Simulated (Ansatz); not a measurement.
LiB, multiplicity 3 (lowest of 2S+1 = 1, 3 at CCSD(T)/def2-TZVPP on PBE0 minima; our sources give no spin for the ground state, which may be another), most abundant isotopes (7.0160 and 11.0093 u). Constants from fifth-degree fits in 1/R to seven points on the lowest solution found; no spin–orbit coupling, no relativity up to Kr; ω_e x_e and α_e move by some per cent with the fit.

Correlated levels freeze the inner cores; with def2 sets outer-core shells near the valence are correlated too.

Codes used: Ansatz (a program for electronic structure). Each number belongs to the level named beside it.

Total energies (hartree; each atom in its lowest state at that level) and vibrational constants (cm⁻¹):

```csv
level,E(LiB) at r_e,E(Li),E(B),ω_e,ω_e x_e
PBE/def2-TZVPP,-32.123907,-7.461919,-24.610083,520,6.2
B3LYP/def2-TZVPP,-32.202760,-7.492798,-24.663919,539,6.5
wB97M-V/def2-TZVPP,-32.169382,-7.472067,-24.649626,541,6.1
CCSD(T)/def2-QZVPP,-32.113576,-7.467933,-24.600738,547,5.5
```

Work out D_e and D₀ in eV.


D_e = E(Li) + E(B) − E(molecule), times 27.2114 eV; D₀ = D_e − (ω_e/2 − ω_e x_e/4)/8065.54.
- PBE/def2-TZVPP: D_e = 1.412, zero point 0.032, D₀ = 1.380 eV
- B3LYP/def2-TZVPP: D_e = 1.253, zero point 0.033, D₀ = 1.220 eV
- wB97M-V/def2-TZVPP: D_e = 1.298, zero point 0.033, D₀ = 1.264 eV
- CCSD(T)/def2-QZVPP: D_e = 1.222, zero point 0.034, D₀ = 1.188 eV
No counterpoise correction is made.
